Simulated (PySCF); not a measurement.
**Löwdin shares of the frontier orbitals**

C₄H₆F₄Ge.
Numbering: `[F:1][C:2]([F:3])([F:4])[C@@:5]1([F:6])[CH2:7][CH2:8][GeH2:9]1` (hydrogens: H10, H11 on C7; H12, H13 on C8; H14, H15 on Ge9)

The calculation used TDDFT PBE0/def2-SVPD, vertical, gas phase, core orbitals frozen in the response in PySCF. Isolated species at its PBE0-D3(BJ)/def2-SVP geometry (one conformer only). Relativistic effects, spin–orbit coupling among them, are left out although an element past zinc is present. Torsions of this conformer, `[F:1][C:2]([F:3])([F:4])[C@@:5]1([F:6])[CH2:7][CH2:8][GeH2:9]1`: F1–C2–C5–F6 59°.

Frontier orbitals with the atoms that hold most of them (Löwdin shares over 4%, at most four atoms; ? is withheld):

```
orbital  ε (eV)                              atoms
 LUMO+2    0.71    Ge9 27%, H15 10%, C5 10%, C8 9%
 LUMO+1    0.35   Ge9 39%, H15 17%, H14 14%, C8 7%
   LUMO       ?   Ge9 39%, C5 11%, C8 11%, H15 11%
   HOMO   -8.36                                  ?
 HOMO-1   -8.61                                  ?
 HOMO-2   -9.74  Ge9 22%, H14 15%, C8 12%, H15 11%
 HOMO-3  -10.13    F6 17%, Ge9 15%, C7 15%, C8 10%
```

Question: Which atoms hold the HOMO, and with what shares?

Answer: C5 (bonded to 2 C, F and Ge) 30%; Ge9 (bonded to 2 C and 2 H) 21%; F6 (bonded to C) 19%; C7 (bonded to 2 C and 2 H) 6%. By element: carbon 36% or more, germanium 21%, fluorine 19% or more.

Question: Which atoms hold the HOMO-1, and with what shares?

Answer: C8 (bonded to C, Ge and 2 H) 34%; Ge9 (bonded to 2 C and 2 H) 23%; C7 (bonded to 2 C and 2 H) 13%; H15 (bonded to Ge) 6%. By element: carbon 46% or more, germanium 23%, hydrogen 6% or more.

Question: What is the LUMO energy, and the HOMO–LUMO gap?

Answer: ε(LUMO) = -0.31 eV; the gap is 8.05 eV (0.2958 hartree).

Question: The HOMO–LUMO gap is 8.05 eV. Where does the response calculation put the lowest singlet, and from which orbitals?

Answer: S1 is at 6.84 eV (f = 0.036), 1.21 eV below the gap, made of HOMO→LUMO (57%), HOMO-1→LUMO (38%). Without the coupling terms of the response equations the lowest excitation would equal the gap.

Question: Give energy, strength and leading configuration of S3 and S5, and follow the Löwdin shares of the leading atoms from the occupied to the empty orbital.

Answer: 
- S3 (7.61 eV, f 0.018), HOMO→LUMO+1 (91%): C5 30% → at most 7%, Ge9 21% → 39%, H15 at most 7% → 17%
- S5 (7.86 eV, f 0.067), HOMO-1→LUMO+1 (72%): C8 34% → 7%, Ge9 23% → 39%, H15 6% → 17%

Hardware: AMD EPYC 9R14, one thread, shared host. Cost: 56 s (with the writing of density and orbital grids), 1.1 GiB resident at most.
